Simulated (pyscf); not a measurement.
## `[CH3][C]=[CH][F]`, doublet

Gas-phase minimum from PySCF at ωB97X-D3(BJ)/def2-SVP, one conformer. H₃C–C•=CH–F lies 25.4 kcal/mol over its isomer •H₂C–C(=CH₂)–F (electronic energy, ωB97M-D3(BJ)). 

```xyz
8

C      0.8634     0.5007     0.5992
C      0.1132    -0.4894     1.3877
C     -0.7380    -1.4806     1.2531
F     -1.2050    -1.8820     0.0441
H      1.9515     0.3652     0.7078
H      0.6091     0.3860    -0.4714
H      0.6144     1.5312     0.8995
H     -1.1535    -2.0752     2.0738
```
Charge 0, spin multiplicity 2.

Bonded distances (Å): C1–C2 1.471, C1–H5 1.102, C1–H6 1.106, C1–H7 1.102, C2–C3 1.313, C3–F4 1.357, C3–H8 1.095. Bond angles (°): C2–C1–H5 111.6, C2–C1–H6 109.4, C2–C1–H7 111.6, H5–C1–H6 108.0, H5–C1–H7 108.1, H6–C1–H7 108.0, C1–C2–C3 141.6, C2–C3–F4 122.5, C2–C3–H8 125.4, F4–C3–H8 112.1.

Properties at ωB97X-D3(BJ)/def2-SVP:

| Property | Value |
|---|---|
| Harmonic wavenumbers, unscaled | 120, 161, 363, 626, 850, 925, 1024, 1043, 1117, 1325, 1385, 1439, 1454, 1831, 3037, 3131, 3157, 3223 cm⁻¹ |
| Zero-point energy | 37.5 kcal/mol |
| Rotational symmetry number | 1 |
| Entropy of this conformer at 298 K and 1 atm, rigid rotor and harmonic oscillator, modes under 100 cm⁻¹ raised to 100 | 298.3 J/(mol K) |
| Dipole moment | 1.25 D |
| Spin expectation value S2 | 0.760 |

Single-point totals, which compare only within one level (frozen core for MP2 and CC):

```tsv
level	total energy (hartree)
ωB97X-D3(BJ)/def2-TZVP	-216.60646
PBE/def2-TZVP	-216.29567
r²SCAN/def2-TZVP	-216.43598
B3LYP-D3(BJ)/def2-TZVP	-216.56025
PBE0-D3(BJ)/def2-TZVP	-216.31025
M06-2X/def2-TZVP	-216.45285
ωB97M-D3(BJ)/def2-TZVP	-216.59163
UHF/def2-TZVPP	-215.36918
MP2/def2-TZVPP	-216.06484
CCSD/def2-TZVPP	-216.10433
CCSD(T)/def2-TZVPP	-216.13298
```

Soft torsions are taken as harmonic, which can shift the entropy by several J/(mol K). The CCSD(T) − MP2 part came from Ansatz, without density fitting, on the same reference. A UHF reference is spin-contaminated (<S²> up to 0.93), which harms MP2 most.
